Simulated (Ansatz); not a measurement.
**Question.** Name a neutral molecule of B, C, Ge, O and H with ideal-gas entropy at 298 K and 1 bar (rigid rotor, harmonic PBE0-D4/def2-TZVP) between 352 and 368 J/(mol·K) and size of the dipole moment (ωB97M-V/def2-TZVPP) between 1.70 and 2.00 D (Ansatz, PBE0-D4/def2-TZVP geometry).

**Answer.** `BO[C](=O)[GeH3]` (357 J/(mol·K), 1.97 D). Other molecules can fit too; these were computed, each in one conformer that needn't be the lowest.
